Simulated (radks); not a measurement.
Polarisability of the cobalt ion Co3+, [Ar] 3d6, at imaginary frequency. Calculated with a radial shooting solver on a logarithmic mesh with Libxc functionals: non-relativistic Kohn-Sham, LDA (Slater exchange, VWN5 correlation), spin-unpolarised, spherical densities, point nucleus. Response by self-consistent Sternheimer equations with the Hartree and adiabatic LDA kernel.

w (hartree)  alpha1(iw) (bohr^3)
0.00266                    1.882
0.0143                     1.882
0.0360                     1.881
0.0697                     1.876
0.118                      1.865
0.186                      1.840
0.280                      1.791
0.413                      1.703
0.605                      1.559
0.892                      1.353
1.35                       1.088
2.12                      0.7770
3.59                      0.4545
6.94                      0.1897
17.5                     0.04357

Static values: alpha1 = 1.882 bohr^3 (0.2789 angstrom^3; uncoupled 2.333). C6 = 4.559, triple-dipole C9 = 5.822 atomic units. One-pole (London) frequency 4 C6 / (3 alpha1^2) = 1.716 hartree, against 1.682 for minus the highest occupied eigenvalue. The dipole shielding factor is 0.889, as the force sum rule N/Z = 0.889 demands.
